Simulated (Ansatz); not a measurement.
These are frozen-core CCSD(T)/def2-TZVPP // PBE0-D4/def2-TZVP in Ansatz (an electronic-structure program) values and carry that method's errors.

Ansatz 0.2 input:
```yaml
crystal:
  periodic: [false, false, false]
  atoms:
    - { symbol: N, position_ang: [-1.335673, -0.002415, -0.155989] }
    - { symbol: Si, position_ang: [0.303606, 0.343818, 0.140316] }
    - { symbol: O, position_ang: [1.262251, -0.978002, -0.108292] }
    - { symbol: H, position_ang: [-1.86819, -0.558269, 0.492917] }
    - { symbol: H, position_ang: [-1.673934, -0.116538, -1.097364] }
    - { symbol: H, position_ang: [0.712942, 1.432443, -0.786261] }
    - { symbol: H, position_ang: [0.426782, 0.784075, 1.555252] }
    - { symbol: H, position_ang: [2.205251, -0.878323, 0.030309] }
basis:
  gaussian: { orbitals: def2-TZVPP }
correlation:
  method: ccsd_t
```

Output:

```
Functional definition: HF
1016 factors; integrals over basis functions are off by at most 1.1e-3 eV
mean field evaluation 1: about -11460.2573 eV, gradient 4.6e1 eV
mean field evaluation 2: about -11460.4065 eV, gradient 4.6e1 eV
mean field evaluation 4: about -11464.4099 eV, gradient 3.1e0 eV
mean field evaluation 8: about -11464.4519 eV, gradient 2.2e-1 eV
mean field evaluation 16: about -11460.2574 eV, gradient 4.6e1 eV
mean field -11464.45209018 eV, -421.3108434293 hartree, gradient 2.2e-6 eV, S^2 0.000000; 0 other end points of the search recorded, 0 dependent functions left out
7 core orbitals not correlated
reference -11464.45209018 eV, -421.3108434293 hartree; 10, 10 occupied and 157, 157 virtual orbitals, 1016 factors
second order -15.93773245 eV of doubles, -0.00000000 eV of singles
cycle   1  -16.20975639 eV  change   -2.7e-1 eV  update   7.8e-2
cycle   2  -16.57499152 eV  change   -3.7e-1 eV  update   2.2e-2
cycle   3  -16.64991469 eV  change   -7.5e-2 eV  update   1.1e-2
cycle   4  -16.64176996 eV  change    8.1e-3 eV  update   2.4e-3
cycle   5  -16.64179673 eV  change   -2.7e-5 eV  update   1.1e-3
cycle   6  -16.64208015 eV  change   -2.8e-4 eV  update   3.1e-4
cycle   7  -16.64192417 eV  change    1.6e-4 eV  update   1.2e-4
cycle   8  -16.64189071 eV  change    3.3e-5 eV  update   3.6e-5
cycle   9  -16.64189504 eV  change   -4.3e-6 eV  update   1.3e-5
perturbative correction -0.56331207 eV, -0.0207013368 hartree
Total energy: -11481.65729729 eV, -421.9431231285 hartree
```

Cost: about 60 core-seconds (a rough figure).
